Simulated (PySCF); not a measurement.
**Orbital picture of CuI**

PBE0 at R = 2.357 Å; PySCF, scalar-relativistic core potentials, basis sets Cu cc-pVTZ-PP with ECP10, I cc-pVTZ-PP with ECP28. State: ³Π (triplet), unpaired electrons σ ↑, π ↑, a second solution, started from another occupation. Only the outer orbitals are listed, counted within each symmetry, core potentials removing the inner ones.

| spin | orbital | occ. | ε (eV) | on Cu (%) | main shells (%) |
| --- | --- | --- | --- | --- | --- |
| α | 2δ | 1 | -11.29 | 100 | 100 Cu d |
| α | 2δ | 1 | -11.22 | 97 | 97 Cu d |
| α | 8σ | 1 | -9.49 | 44 | 56 I p, 26 Cu s, 15 Cu d |
| α | 5π | 1 | -8.63 | 4 | 96 I p |
| α | 5π | 1 | -8.12 | 6 | 94 I p |
| α | 9σ | 1 | -5.35 | 85 | 63 Cu s, 21 Cu p, 13 I p |
| α | 6π | 0 | -0.65 | 96 | 96 Cu p |
| α | 6π | 0 | -0.48 | 96 | 96 Cu p |
| β | 4π | 1 | -10.82 | 94 | 94 Cu d |
| β | 2δ | 1 | -10.62 | 100 | 100 Cu d |
| β | 2δ | 1 | -10.52 | 94 | 93 Cu d |
| β | 8σ | 1 | -9.02 | 45 | 55 I p, 22 Cu s, 18 Cu d |
| β | 4π | 1 | -8.39 | 41 | 58 I p, 39 Cu d |
| β | 5π | 1 | -7.90 | 8 | 92 I p |
| β | 5π | 0 | -5.37 | 61 | 60 Cu d, 39 I p |
| β | 9σ | 0 | -2.41 | 90 | 82 Cu s, 10 I p |
| β | 6π | 0 | 0.13 | 95 | 95 Cu p |

Which are the highest filled and the lowest empty level, where do they sit, and how wide is the gap?

Highest filled α 9σ at -5.35 eV (in %: 63 Cu s, 21 Cu p, 13 I p); lowest empty β 5π at -5.37 eV (in %: 60 Cu d, 39 I p); the gap at PBE0 is -0.02 eV.

| Quantity | Value |
| --- | --- |
| bond order (Mayer) | 1.40 |
| ⟨S²⟩ | 2.009 |
| charge on Cu (Mulliken, basis-dependent) | 0.03 |
| charge on Cu (Löwdin, basis-dependent) | -0.23 |
| dipole moment (positive dipole means Cu(−)I(+)) | 0.18 D |

Spin–orbit coupling is left out.
